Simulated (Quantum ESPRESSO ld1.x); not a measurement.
Results of a calculation; reference values are marked as such.
The neon ion Ne5+, 5 electrons, occupied as [He] 2s2 2p1. Code: ld1.x of Quantum ESPRESSO 7.5. Model: scalar-relativistic Kohn-Sham, LDA (Slater exchange, VWN5 correlation), spin-polarised, spherical densities, point nucleus; open shells are filled with parallel spins first. Some entries of the table are withheld. Estimate them.

orbital,occ.,eigenvalue (eV),<r^2> (bohr^2)
1s up,1,(1),0.03370
1s down,1,(2),0.03356
2s up,1,-161.815,0.6331
2s down,1,-158.033,0.6454
2p up,1,-142.379,0.5363
2p down,0,-138.078,0.5517

Answer. 
(1) 1s up eigenvalue (eV): -990.334
(2) 1s down eigenvalue (eV): -988.444
